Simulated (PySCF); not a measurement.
AlHI2, SMILES [I][AlH][I].

The structure is a stationary point at B3LYP-D3(BJ)/def2-SVP. The def2 effective core potentials stand for the cores of I; spin–orbit coupling is left out.

The numbers are results of C-PCM-M06-2X/def2-SVP run with PySCF, not measurements.

The values are the electrostatic part of the solvation free energy, E(continuum) − E(gas) at the gas-phase geometry, in a cavity of scaled van der Waals radii (PySCF's table); cavitation and dispersion terms are not included. A continuum can't describe solvent molecules that bind to the metal. In vacuum the orbital gap is 7.48 eV. The dipole moment in vacuum is 0.94 D.

```csv
solvent,ε,ΔG(elec) (kcal/mol),dipole (D),gap (eV)
water,78.36,-5.0,1.57,7.97
diethylether,4.24,-3.7,1.39,7.84
n-hexane,1.88,[?],[?],[?]
```

Q: Some entries are withheld; supply them. (The exact figures need the calculation; the answer reports its results.)

A: 
- n-hexane, ΔG(elec) (kcal/mol): -2.2
- n-hexane, dipole (D): 1.19
- n-hexane, gap (eV): 7.69
